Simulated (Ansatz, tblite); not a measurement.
Cost and result up the ladder for KPbBr3 (5 atoms). Total charge 0; singlet. Geometry: B3LYP-D4/def2-SVP.

```xyz
5

K     0.191   -0.068    2.078
Pb   -0.155    0.055   -1.685
Br    2.296   -0.025   -0.344
Br   -1.134    2.025    0.038
Br   -1.197   -1.987   -0.086
```

Ansatz on 4 threads of Intel Xeon Platinum 8259CL on a shared host; xTB runs through tblite on one thread. Times are rough, summed over both states, and most runs start from the orbitals of an earlier one. B2PLYP/def2-TZVP serves as the yardstick here, not as an exact answer. The other state is a triplet at its own geometry, which has other bonds, so the gap mixes isomer and spin.

In the def2 sets Pb takes a core potential; there is no spin–orbit coupling. The xTB rows come from tblite. LC-ωPBE has ω = 0.4 bohr⁻¹. Correlated methods freeze 36 core orbitals; core or outer-core shells of K, Pb, Br are correlated, in sets that lack core-valence functions. In the triplet, Br4 and Br5 lie 2.96 Å apart (atoms count from 1), so these atoms are partly bonded to each other. At PBE0-D4/def2-TZVP a singlet of charge 0 lies 3.08 eV below the triplet, each at its own geometry. The structure comes from a short search, and lower isomers may exist.

Correlated methods converge slowly with the basis.

xTB has no spin-polarisation term.

```
                         level  functions  wall time  triplet − singlet (eV)  difference from B2PLYP/def2-TZVP (eV)
                      GFN1-xTB         35    0.023 s                    4.00                                   0.86
                      GFN2-xTB         35    0.026 s                    3.67                                   0.54
PBE-D4/def2-TZVP (with forces)        227       17 s                    3.01                                  -0.13
             LC-ωPBE/def2-TZVP        227       29 s                    3.12                                  -0.02
           r2SCAN-D4/def2-TZVP        227       32 s                    3.07                                  -0.07
             PBE0-D4/def2-TZVP        227       39 s                    3.08                                  -0.06
                 MP2/def2-TZVP        227       49 s                    3.46                                   0.32
              B2PLYP/def2-TZVP        227       55 s                    3.14                                   0.00
```
